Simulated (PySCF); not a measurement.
**SMILES CB(C)/C=C/O, C$_{4}$H$_{9}$BO**

Geometry:
```tsv
atom	x (Å)	y (Å)	z (Å)
C1	-1.421	-1.621	-0.132
B2	-0.560	-0.313	0.073
C3	-1.230	1.044	0.551
C4	0.959	-0.404	-0.191
C5	1.785	0.651	-0.051
O6	3.105	0.593	-0.276
H7	-1.064	-2.405	0.560
H8	-1.253	-2.036	-1.142
H9	-2.503	-1.498	0.020
H10	-2.323	0.976	0.656
H11	-1.013	1.872	-0.145
H12	-0.823	1.355	1.529
H13	1.430	-1.343	-0.509
H14	1.402	1.632	0.262
H15	3.502	1.455	-0.121
```

Computed, not measured: PySCF 2.14.0, TDDFT CAM-B3LYP/def2-TZVPD excited states, vertical, gas phase. Geometry: PBE0-D3(BJ)/def2-SVP.

Task: Give the one- and two-photon strengths of the lowest singlets.

Result: δ for parallel linear polarisation; σ at the peak of a Lorentzian of half width 0.1 eV, single beam; Ω is circular over linear.
| state | E (eV) | f | photon λ (nm) | δ (au) | σ (GM) | Ω | main |
| --- | --- | --- | --- | --- | --- | --- | --- |
| S1 | 5.62 | 0.363 | 441 | 236 | 2.73 | 0.65 | HOMO→LUMO 0.97 |
| S2 | 5.74 | 0.001 | 432 | 2.67 | 0.03 | 1.49 | HOMO→LUMO+1 0.93 |
| S3 | 6.10 | 0.000 | 406 | 0.52 | 0.01 | 1.34 | HOMO−1→LUMO 0.94 |
| S4 | 6.33 | 0.000 | 392 | 0.46 | 0.01 | 1.36 | HOMO−2→LUMO 0.95 |
| S5 | 6.70 | 0.019 | 370 | 6.48 | 0.11 | 1.49 | HOMO→LUMO+2 0.81 |
| S6 | 7.07 | 0.000 | 351 | 20.1 | 0.37 | 1.50 | HOMO→LUMO+3 0.76, HOMO→LUMO+4 0.09 |

Among these, the strongest one-photon state is S1, the strongest two-photon state S1, with a dipole change of 2.9 D (relaxed, norm of the difference vector).
